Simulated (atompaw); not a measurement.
## What one change does to a pseudopotential (cobalt (Co), PAW (atompaw))

- Element: Co
- Generator: atompaw 4.2.0.5
- Type: PAW
- Functional: PBE
- Relativity: scalar-relativistic
- Frozen core: [Ne]
- Valence charge: 17
- Reference configuration: 3s2 3p6 3d7 4s2 4p0
- Partial waves: 3s (bound): rc 0.95 bohr; 4s (bound): rc 1.70 bohr; 3p (bound): rc 0.90 bohr; 4p (bound, empty): rc 1.70 bohr; 3d (bound): rc 1.70 bohr; 3d channel at 4.25 Ry: rc 1.70 bohr
- Local potential: bessel scheme, radius 1.45 bohr
- Core correction: smooth core density matched at 1.55 bohr
- Augmentation charge: besselshape compensation charge, radius 1.30 bohr; PAW radius 1.70 bohr; waves and projectors: custom polynom vanderbiltortho

All-electron outer shells of the reference configuration (PBE, scalar-relativistic, ld1.x):

| shell | level (eV) | outermost node (bohr) | outermost maximum (bohr) |
| --- | --- | --- | --- |
| 2s | -899.00 | 0.08 | 0.21 |
| 2p | -769.94 | – | 0.17 |
| 3s | -102.40 | 0.31 | 0.66 |
| 3p | -65.64 | 0.28 | 0.68 |
| 3d | -8.20 | – | 0.66 |
| 4s | -5.47 | 0.96 | 2.32 |
| 4p | -1.28 | 1.05 | 3.25 |

Change: augmentation besselshape compensation charge, radius 1.30 bohr; PAW radius 1.70 bohr; waves and projectors: custom rrkj gramschmidtortho.

Cutoffs: the cutoffs (Ry, on a coarse ladder) from which the occupation-weighted sum of valence levels, in a spherical-Bessel basis at the reference potential, stays within 10 and 1 mRy of its value at 400 Ry; they do not see the model core or the augmentation charge, which bear on the density cutoff.

Question: What does the change do?

Answer: The potential gets harder (80 Ry and 160 Ry → 100 Ry and 180 Ry); the range in which the p phases agree narrows (upper end at the end of the scan → 2.4); neither file shows a bound ghost.

```tsv
quantity	base	changed
cutoff, loose	80 Ry	100 Ry
cutoff, tight	160 Ry	180 Ry
loose cutoff by channel (10 mRy a level)	s 30 Ry, p 70 Ry, d 30 Ry	s 45 Ry, p 80 Ry, d 30 Ry
bound ghosts	none	none
s: phases at 1.70 bohr within 0.05 rad from the reference energy up to (Ry; the scan ends near 5)	to the end of the scan	to the end of the scan
p: phases at 1.70 bohr within 0.05 rad from the reference energy up to (Ry; the scan ends near 5)	to the end of the scan	2.4
d: phases at 1.70 bohr within 0.05 rad from the reference energy up to (Ry; the scan ends near 5)	to the end of the scan	to the end of the scan
lowest overlap eigenvalue by channel	s 0.61, p 0.50, d 0.93	s 0.04, p 0.49, d 0.89
```

 The cutoffs see the waves, projectors and local potential, not the compensation charge or the core.
